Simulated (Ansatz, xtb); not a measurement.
Relative energy of two isomers of C5H9FO

We compare a, `C[C@@H]1OCC[C@@H]1F`, a singlet, with b, `O=CCCCCF`, a singlet. Both are isolated molecules in the gas phase, relaxed with r2SCAN-D4/def2-SVP; each stands in its lowest conformer found.

a (Å):

```json
{"atom": "C", "x (Å)": "-2.2620", "y (Å)": "-0.0155", "z (Å)": "0.6172"}
{"atom": "C", "x (Å)": "-1.1514", "y (Å)": "0.4183", "z (Å)": "-0.3166"}
{"atom": "C", "x (Å)": "1.0414", "y (Å)": "-0.3920", "z (Å)": "-0.4608"}
{"atom": "C", "x (Å)": "1.1097", "y (Å)": "1.1328", "z (Å)": "-0.4382"}
{"atom": "C", "x (Å)": "-0.1946", "y (Å)": "1.4621", "z (Å)": "0.2630"}
{"atom": "F", "x (Å)": "-0.0286", "y (Å)": "1.2493", "z (Å)": "1.6305"}
{"atom": "O", "x (Å)": "-0.3314", "y (Å)": "-0.7024", "z (Å)": "-0.6658"}
{"atom": "H", "x (Å)": "-1.8382", "y (Å)": "-0.3986", "z (Å)": "1.5557"}
{"atom": "H", "x (Å)": "-2.9319", "y (Å)": "0.8276", "z (Å)": "0.8491"}
{"atom": "H", "x (Å)": "-2.8541", "y (Å)": "-0.8118", "z (Å)": "0.1438"}
{"atom": "H", "x (Å)": "-1.5878", "y (Å)": "0.8404", "z (Å)": "-1.2468"}
{"atom": "H", "x (Å)": "1.3925", "y (Å)": "-0.8078", "z (Å)": "0.5043"}
{"atom": "H", "x (Å)": "1.6346", "y (Å)": "-0.8474", "z (Å)": "-1.2702"}
{"atom": "H", "x (Å)": "1.9800", "y (Å)": "1.5433", "z (Å)": "0.0947"}
{"atom": "H", "x (Å)": "1.0905", "y (Å)": "1.5437", "z (Å)": "-1.4613"}
{"atom": "H", "x (Å)": "-0.5482", "y (Å)": "2.4984", "z (Å)": "0.1273"}
```

b (Å):

```yaml
atoms:
  - { symbol: C, position_ang: [-1.0693, 0.6295, 1.1877] }
  - { symbol: C, position_ang: [-0.0243, -0.2499, 0.5454] }
  - { symbol: C, position_ang: [0.3741, 0.1811, -0.8649] }
  - { symbol: C, position_ang: [1.4258, 1.2933, -0.9132] }
  - { symbol: C, position_ang: [1.0732, 2.5551, -0.1546] }
  - { symbol: F, position_ang: [1.0818, 2.2982, 1.2181] }
  - { symbol: O, position_ang: [-1.7448, 1.4364, 0.5946] }
  - { symbol: H, position_ang: [-1.2221, 0.4501, 2.2870] }
  - { symbol: H, position_ang: [-0.4694, -1.2655, 0.5383] }
  - { symbol: H, position_ang: [0.8411, -0.3201, 1.2280] }
  - { symbol: H, position_ang: [0.7636, -0.6895, -1.4175] }
  - { symbol: H, position_ang: [-0.5377, 0.5114, -1.3920] }
  - { symbol: H, position_ang: [2.3894, 0.9216, -0.5182] }
  - { symbol: H, position_ang: [1.6105, 1.5732, -1.9656] }
  - { symbol: H, position_ang: [0.0671, 2.9225, -0.4185] }
  - { symbol: H, position_ang: [1.8151, 3.3501, -0.3432] }
```

Quicker runs give these differences E(b) − E(a): GFN2-xTB +17.5 kcal/mol; HF/STO-3G +34.5 kcal/mol (at GFN2-xTB geometries); r2SCAN-D4/def2-SVP//GFN2-xTB +1.8 kcal/mol.

**Question.** Estimate E(b) − E(a) at the level CCSD(T)/def2-SVP + ΔMP2/def2-TZVPP.

**Answer.** Not settled: CCSD(T)/def2-SVP + ΔMP2/def2-TZVPP gives E(b) − E(a) = +2.4 kcal/mol, but this leans on the basis-set step: CCSD(T) alone gives −1.0 kcal/mol.

Level by level:

```json
{"level": "GFN2-xTB", "geometry": "GFN2-xTB", "E(b) − E(a) (kcal/mol)": "+17.5", "departure from the last row (kcal/mol)": "+15.1", "job, with rough time for the two": "optimisation, 0.18 s"}
{"level": "HF/STO-3G", "geometry": "GFN2-xTB", "E(b) − E(a) (kcal/mol)": "+34.5", "departure from the last row (kcal/mol)": "+32.0", "job, with rough time for the two": "single point, 0.38 s"}
{"level": "r2SCAN-D4/def2-SVP//GFN2-xTB", "geometry": "GFN2-xTB", "E(b) − E(a) (kcal/mol)": "+1.8", "departure from the last row (kcal/mol)": "−0.7", "job, with rough time for the two": "single point, 3.7 s"}
{"level": "r2SCAN-D4/def2-SVP", "geometry": "r2SCAN-D4/def2-SVP", "E(b) − E(a) (kcal/mol)": "+2.6", "departure from the last row (kcal/mol)": "+0.1", "job, with rough time for the two": "optimisation, 53 s"}
{"level": "HF/def2-SVP", "geometry": "r2SCAN-D4/def2-SVP", "E(b) − E(a) (kcal/mol)": "+0.1", "departure from the last row (kcal/mol)": "−2.3", "job, with rough time for the two": "part of the CCSD(T) run"}
{"level": "MP2/def2-SVP", "geometry": "r2SCAN-D4/def2-SVP", "E(b) − E(a) (kcal/mol)": "−0.8", "departure from the last row (kcal/mol)": "−3.3", "job, with rough time for the two": "part of the CCSD(T) run"}
{"level": "CCSD(T)/def2-SVP", "geometry": "r2SCAN-D4/def2-SVP", "E(b) − E(a) (kcal/mol)": "−1.0", "departure from the last row (kcal/mol)": "−3.4", "job, with rough time for the two": "single point"}
{"level": "CCSD(T)/def2-SVP + ΔMP2/def2-TZVPP", "geometry": "r2SCAN-D4/def2-SVP", "E(b) − E(a) (kcal/mol)": "+2.4", "departure from the last row (kcal/mol)": "", "job, with rough time for the two": "single point, 90 s"}
```

As drawn, b has 1 C=O in place of 2 C–O. Structure a has a 5-membered ring, b no ring.

MP2/def2-SVP, CCSD(T)/def2-SVP put the two in the other order. HF/def2-SVP finds them nearly level. The largest departure from CCSD(T)/def2-SVP + ΔMP2/def2-TZVPP is that of HF/STO-3G, 32.0 kcal/mol. The last row adds to CCSD(T) the change of the MP2 difference between the two basis sets, here +3.4 kcal/mol, a large step that makes the value less sure.

With thermal terms from frequencies at re-optimised GFN2-xTB minima (ideal gas, soft modes damped towards free rotors, one conformer each, 298.15 K, 1 atm): the zero-point term adds −1.4 kcal/mol; ΔH is +1.7 and ΔG +0.1 kcal/mol.

The correlated steps freeze 7 core orbitals. Mirror images aren't counted in ΔG. Run with Ansatz 0.2.0, xtb 6.7.1; the last row on 4 threads of Arm Neoverse V1 on a shared host.
